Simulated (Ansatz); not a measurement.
**Question.** Name a neutral molecule of Cl, S, Ti and H with size of the dipole moment (PBE/def2-TZVPP) between 0.60 and 0.90 D and HOMO–LUMO gap (PBE/def2-TZVPP) between 2.80 and 3.10 eV (Ansatz, PBE0-D4/def2-TZVP geometry).

**Answer.** `[SH][Ti]([SH])([SH])[Cl]` (0.90 D, 2.81 eV). Other molecules can fit too; these were computed, each in one conformer that needn't be the lowest.
